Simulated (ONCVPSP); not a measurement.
PBE ONCV dataset for niobium (Nb), non-relativistic all-electron reference.

- Element: Nb
- Generator: ONCVPSP 4.0.1
- Type: optimised norm-conserving Vanderbilt (ONCV)
- Functional: PBE
- Relativity: non-relativistic
- Frozen core: [Ar] 3d10
- Valence charge: 13
- Reference configuration: 4s2 4p6 4d3 (charge +2)
- Partial waves: 4s: rc 2.00 bohr, ncon 4, nbas 7, qcut 5.9 1/bohr, 2 projectors, debl 1.2 Ha; 4p: rc 1.75 bohr, ncon 4, nbas 8, qcut 7.2 1/bohr, 1 projector; 4d: rc 2.35 bohr, ncon 3, nbas 8, qcut 6 1/bohr, 2 projectors, debl 2.7 Ha
- Local potential: polynomial inside 1.25 bohr (lpopt 4, dvloc0 0 Ha)
- Core correction: none

In the s channel the program set the typed energies aside and used -2.679, 0.050 Ha.

- Cutoffs needed: 14 Ha and 21 Ha (the cutoffs (Ha) at which the residual kinetic energy of the hardest occupied pseudo-wave falls to 1 and 0.1 mHa per electron)
- Ghost test: no bound ghost flagged; no localised positive-energy state flagged
- Largest excitation error: +37 meV (all-electron minus pseudo) for 4s2 4p6 4d3 5s1 5p1, out of 4 test configurations
